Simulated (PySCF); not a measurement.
Steps of a relaxation of TmBr2

TmBr2 (singlet in the valence; each metal's 4f electrons, 13 of them, lie in its core potential, out of spins and levels). PySCF 2.14.0, RKS PBE0, Tm lcecp-0-SVP with ECP59, Br def2-SVP; non-relativistic Hamiltonian with scalar-relativistic core potentials where named; density fitting; no spin-orbit coupling. Origin of the start: template. Columns: position (Å) and force (eV/Å). Energies are counted from the last step; some of the 13 steps are shown. Forces carry noise of the integration grid, about 0.01 to 0.03 eV/Å.

Run from Python with OMP_NUM_THREADS=2. Where DIIS fails, smearing, a level shift and second-order steps follow.
It took 43 s on 2 threads of Arm Neoverse V2, on a shared host, from the converged density of the start.

```xyz
3
step 0  E = 0.245 eV
Tm    0.0000    0.0000   -0.5670     0.00    0.00    1.01
Br    2.6230    0.0000    0.6069    -0.86    0.00   -0.50
Br   -2.6230    0.0000    0.6069     0.86    0.00   -0.50
```

```xyz
3
step 4  E = 0.023 eV
Tm    0.0000    0.0000   -0.2568     0.00    0.00    0.15
Br    2.6501    0.0000    0.4518    -0.13    0.00   -0.07
Br   -2.6501    0.0000    0.4518     0.13    0.00   -0.07
```

```xyz
3
step 8  E = 0.001 eV
Tm    0.0000    0.0000    0.0697     0.00    0.00    0.02
Br    2.7269    0.0000    0.2885    -0.06    0.00   -0.01
Br   -2.7269    0.0000    0.2885     0.06    0.00   -0.01
```

Question: Where does the relaxation end?

Answer: It converges at step 12 in D∞h:
```xyz
3
step 12  E = 0
Tm    0.0000    0.0000    0.1978
Br    2.7291    0.0000    0.2245
Br   -2.7291    0.0000    0.2245
```

Question: How did the contacts change?

Answer: 
| contact | start (Å) | end (Å) |
| --- | --- | --- |
| Tm1–Br2 (Br) | 2.874 | 2.729 |
| Tm1–Br3 (Br) | 2.874 | 2.729 |


An lcecp potential fixes the number of 4f electrons, so in runs with it no electron can move into or out of that shell.
